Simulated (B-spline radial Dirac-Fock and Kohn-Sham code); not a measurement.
# Relativistic shifts of the levels of Al

System: neutral aluminum, [Ne] 3s2 3p1.

Both columns are ΔSCF binding energies of the configuration average from a radial finite-basis atomic code: non-relativistic Hartree-Fock with a point nucleus, and Dirac-Fock with a finite nucleus and the Coulomb interaction alone, averaged over the two j levels with weights 2j+1.

```csv
shell,Hartree-Fock (eV),Dirac-Fock (eV),shift (eV),shift (%)
1s,1565.7,1569.2,+3.49,+0.22
2s,127.6,128.1,+0.48,+0.38
2p,80.80,80.74,-0.06,-0.07
3s,10.11,10.14,+0.03,+0.25
3p,5.50,5.49,-0.01,-0.17
```

Relativity binds 1s, 2s, 3s more strongly, among those listed most of all 2s in relative terms, and 2p, 3p more weakly.

Values without a named source are computed, but for edge energies of neutral atoms, which are taken from tables.
